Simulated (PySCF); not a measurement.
**Structure from 2D NMR**

Compound of formula C4H7N3O2Si. Correlations simulated from computed shifts and the bond graph:

HSQC (one-bond C–H):
```tsv
δH	δC
9.48	158.2
2.71	22.7
```

HMBC (two and three bonds, from the bond graph):
```tsv
δH	δC
9.48	158.5
5.46	171.9
2.71	171.9, 158.5
```

Carbons without hydrogens: δ 171.9, 158.5.

[PySCF 2.14.0 with density-fitted response routines: shielding tensors at PBE0/pcSseg-1 (GIAO); geometry: GFN2-xTB; rapidly exchanging positions averaged; one computed conformer; relativity neglected; in vacuum]

References, each an isolated molecule treated in the same way: ¹H (σref 31.72) and ¹³C (σref 186.93) against TMS.

Exchangeable hydrogens are left out of these lists.

Question: Assemble the structure.

Answer: SMILES n1c(C)c(O[SiH2]O)nnc1.

Mapped SMILES: `[CH3:1][c:2]1[n:3][cH:4][n:5][n:6][c:7]1[O:8][SiH2:9][OH:10]`. Hydrogens are named by the atom that carries them.

- δC 171.9 is C7, an aromatic carbon bearing oxygen.
- δC 158.5 is C2, a substituted aromatic carbon next to a ring nitrogen.
- δC 158.2 is C4, an aromatic CH between two ring heteroatoms (δH 9.48).
- δC 22.7 is C1, a methyl carbon on an aromatic ring (δH 2.71).
- HMBC from δH 9.48 reaches the proton-free carbon C2.
- HMBC from δH 5.46 reaches the proton-free carbon C7.
- HMBC from δH 2.71 reaches the proton-free carbons C7, C2.

The data come from this structure; uniqueness wasn't tested.

OH/NH shifts are gas-phase values; hydrogen bonding in solution moves them, usually downfield. Shifts are as computed. Against solution values, carbons near 30 ppm lie about +3 ppm off and those near 130 ppm about +5 ppm. Of 1211 compounds with measured shifts, 218 miss one by over three times the rms of a fit or turn the order of signals round; such compounds aren't used in these exercises.
